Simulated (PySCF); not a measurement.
## Polarisability and C₆ of F- (fluorine, charge -1)

[Ne], closed-shell 1S. Computed with PySCF 2.14 in aug-cc-pwCVTZ (7s6p4d2f, 59 functions), with the non-relativistic Hamiltonian (point nucleus). Coupled (time-dependent) response in atomic units; α is the mean over directions.

```
   method  mean α (bohr³)  C₆ (like pair)  S(−4)
      UHF           7.102           26.48  27.84
     PBE0           8.808           34.30  50.84
  r2SCAN0           8.535           33.63  44.38
CAM-B3LYP           8.708           33.67  50.66
```

S(−4) is the Cauchy moment in α(ω) = α(0) + S(−4) ω² + …

α(iu) at CAM-B3LYP:

| u (hartree) | α(iu) (bohr³) |
| --- | --- |
| 0 | 8.708 |
| 0.0500 | 8.584 |
| 0.100 | 8.247 |
| 0.200 | 7.249 |
| 0.300 | 6.244 |
| 0.500 | 4.754 |
| 0.750 | 3.558 |
| 1.00 | 2.741 |
| 1.50 | 1.724 |
| 2.00 | 1.164 |
| 3.00 | 0.6261 |
| 5.00 | 0.2673 |

For an ion, C₆ is the dispersion term alone; charge-induced terms of lower order in 1/R come first.
